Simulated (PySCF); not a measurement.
Cu₂ (singlet state).
SMILES: `[Cu][Cu]`

Computed with PBE0/def2-TZVP geometry optimisation, gas phase in PySCF 2.14.0.

Masses are those of the commonest isotopes; rigid-rotor values at the optimised geometry. 

Q: What are the moment of inertia and the rotational constant?

A: I = 164.111 u·Å², B = 505379 MHz·u·Å²/I = 3079 MHz (0.1027 cm⁻¹, or 0.148 K as hB/k). For two atoms I = μr² with μ = 31.4648 u and r = 2.2838 Å.

Q: List the first levels of a rigid rotor in a Σ state.

A: E(J) = BJ(J+1): J = 1: 0.205, J = 2: 0.616, J = 3: 1.233, J = 4: 2.054, J = 5: 3.082, J = 6: 4.314 cm⁻¹.

Q: Has it a pure rotational spectrum?

A: Not by electric dipole: D∞h allows no dipole (computed 0.00 D). Rotational Raman lines (ΔJ = 2) lie at B(4J + 6), spaced by 4B = 0.411 cm⁻¹, with nuclear-spin weights that differ between even and odd J.

PBE0/def2-TZVP frequencies: not computed here. Geometry: PBE0/def2-TZVP; no solvent, vibrations or thermal averaging. Constants of a rigid frame at the computed geometry: no zero-point averaging, no centrifugal distortion.
